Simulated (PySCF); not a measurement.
CH₄ClF₂NSi, SMILES CN[Si](F)(F)Cl.

Coordinates come from a ωB97X-D3(BJ)/def2-SVP optimisation. This is a generated structure with no PubChem entry under its InChIKey; it may be hypothetical. Other conformers were not sampled.

Level of theory: PBE/def2-TZVP run with PySCF.

The molecule is in vacuum.

Problem. Estimate the frontier levels, gap, dipole moment and polarisability. (Estimate from the structure and the level; the computed values follow.)

Solution. 
The highest occupied level comes out as -6.32 eV and the lowest empty level is -0.41 eV. The orbital gap is 5.91 eV, the dipole moment is 2.89 D and the quadrupole, principal values (traceless, Buckingham form, about the centre of nuclear charge) is -5.46, -1.23, 6.69 D·Å. The mean static polarisability comes out as 54.1 bohr³ (8.02 Å³) and the polarisability, principal values is 45.9, 55.2, 61.2 bohr³.
